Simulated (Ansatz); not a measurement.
Z-matrix (Å, degrees):
```
Si
Sb 1 2.585
H 1 1.483 2 110.4
H 1 1.485 2 108.3 3 120.7
H 1 1.489 2 108.7 3 -120.8
Cl 2 2.368 1 92.7 3 -48.1
H 2 1.714 1 90.0 3 46.3
```

Charge 0, multiplicity 1. Sb takes the def2 core potential.

Question: List the CAM-B3LYP/def2-TZVPP orbital energies in eV (the Gaussian-basis code of Ansatz). (Estimate.)

Answer: Computed: Occupied: -2763.94, -1801.30, -258.69, -197.76, -197.59, -197.59, -158.26, -145.90, -110.17, -110.01, -109.91, -101.24, -101.21, -101.20, -38.17, -38.09, -38.01, -37.92, -37.86, -24.04, -18.25, -16.28, -12.05, -11.77, -11.41, -10.95, -10.62, -9.63, -8.46. Lowest empty: -0.81, 0.23, 0.83, 1.81, 2.21, 2.41, 3.62, 3.85.
